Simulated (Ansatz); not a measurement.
`BS[SiH](C)Cl` + H–F → `C[SiH](F)Cl` + `BS` at 400 K and 1 bar (ligand exchange at the Si–S bond).

Isolated molecules relaxed with PBE0-D4/def2-TZVP in Ansatz; ΔE leaves out vibrations. CBS: MP2 limit from def2 TZ/QZ plus the TZ coupled-cluster correction, frozen cores. This one scheme is used for every species. One conformer a species, not always the lowest.

```csv
species,CCSD(T)/CBS energy (Eh),H − E (kJ/mol),S (J/(mol·K))
`BS[SiH](C)Cl`,-1213.19788,223.0,410.0
H–F,-100.39570,36.5,182.2
`C[SiH](F)Cl`,-889.24457,158.9,345.5
`BS`,-424.38198,95.9,260.4
```

H − E and S are ideal-gas, rigid-rotor, harmonic terms from PBE0-D4/def2-TZVP, for one conformer and one mirror image of each species. 1 Eh = 2625.50 kJ/mol, R = 8.31446 J/(mol·K).

Problem. By hand: ΔE, ΔH, ΔS and ΔG.

Solution. ΔE = (-889.24457) + (-424.38198) − (-1213.19788) − (-100.39570) = -0.03297 Eh = -86.6 kJ/mol. Δ(H − E) = 158.9 + 95.9 − 223.0 − 36.5 = -4.7, so ΔH = -91.3 kJ/mol. ΔS = 345.5 + 260.4 − 410.0 − 182.2 = 13.7 J/(mol·K). ΔG = -91.3 − 400 × (13.7)/1000 = -96.8 kJ/mol.

Problem. By hand: the equilibrium constant, and the temperature at which ΔG would vanish if ΔH and ΔS stayed fixed.

Solution. log₁₀ K = −ΔG/(RT ln 10) = 12.6. ΔH and −TΔS have one sign here, so there is no such temperature.

The number of gas molecules stays the same, so ΔS is small and ΔH decides. A doubt of 5 kJ/mol in ΔE shifts log₁₀ K by 0.7 here. Other conformers and mirror images would add mixing entropy, several J/(mol·K) or more a flexible species. Modes under 60 cm⁻¹, often nearly free rotors, make the harmonic entropy too high. These are equilibria of isolated gas molecules and say nothing of rates. Largest T1 diagnostic: 0.015 (customary marks: 0.02 for closed shells, 0.045 for open ones).
